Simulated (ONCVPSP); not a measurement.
# C (Z = 6): one change to an ONCV potential, before and after

```
Element                 : C (Z = 6)
Generator               : ONCVPSP 4.0.1
Type                    : optimised norm-conserving Vanderbilt (ONCV)
Functional              : revPBE
Relativity              : scalar-relativistic
Frozen core             : [He]
Valence charge          : 4
Reference configuration : 2s2 2p1.5 (charge +0.5)
Partial waves           : 2s: rc 1.25 bohr, ncon 4, nbas 7, qcut 5.5 1/bohr, 2 projectors, debl 2.5 Ha; 2p: rc 3.10 bohr, ncon 4, nbas 8, qcut 4 1/bohr, 2 projectors, debl 3.5 Ha; d scattering state at 0.25 Ha: rc 2.95 bohr, ncon 3, nbas 6, qcut 3 1/bohr, 2 projectors, debl 1.1 Ha
Local potential         : polynomial inside 0.90 bohr (lpopt 2, dvloc0 2 Ha)
Core correction         : Teter function, fcfact 5, rcfact 1.2
```

All-electron outer shells of the reference configuration (revPBE, scalar-relativistic, ld1.x):

```csv
shell,level (eV),outermost node (bohr),outermost maximum (bohr)
1s,-280.44,–,0.17
2s,-19.41,0.38,1.20
2p,-10.67,–,1.17
```

Change: core correction Teter function, fcfact 5, rcfact 2.06.

Cutoffs: the cutoffs (Ha) at which the residual kinetic energy of the hardest occupied pseudo-wave falls to 1 and 0.1 mHa per electron; they do not see the model core or the augmentation charge, which bear on the density cutoff. Errors are all-electron minus pseudo energies relative to the spin-unpolarised reference configuration.

Question: What does the change do?

Answer: The potential gets neither clearly harder nor softer (18 Ha and 68 Ha → 18 Ha and 68 Ha); the errors of the 4 common tests hardly move; neither file shows a bound ghost. A model core, the more so a compact one, raises the density cutoff, which this test does not measure.

```csv
quantity,base,changed
"cutoff, loose",18 Ha,18 Ha
"cutoff, tight",68 Ha,68 Ha
bound ghosts,none,none
GHOST(+) flags under 300 eV,d at 10.9 eV,d at 10.9 eV
"error for 2s2 2p2, meV [ΔE -3.94 eV]",+42,+44
"error for 2s2 2p1, meV [ΔE 6.87 eV]",+82,+85
"error for 2s2 2p0, meV [ΔE 30.95 eV]",+1238,+1268
"error for 2s1 2p3, meV [ΔE 4.62 eV]",+96,+94
s: phases at 1.27 bohr within 0.05 rad from the reference energy up to (Ha; the scan ends near 5),to the end of the scan,to the end of the scan
p: phases at 3.14 bohr within 0.05 rad from the reference energy up to (Ha; the scan ends near 5),-0.2,-0.2
d: phases at 3.00 bohr within 0.05 rad from the reference energy up to (Ha; the scan ends near 5),0.3,0.3
"rms error of d²Exc/dni dnj with the model core, mHa",0.49,5.18
```
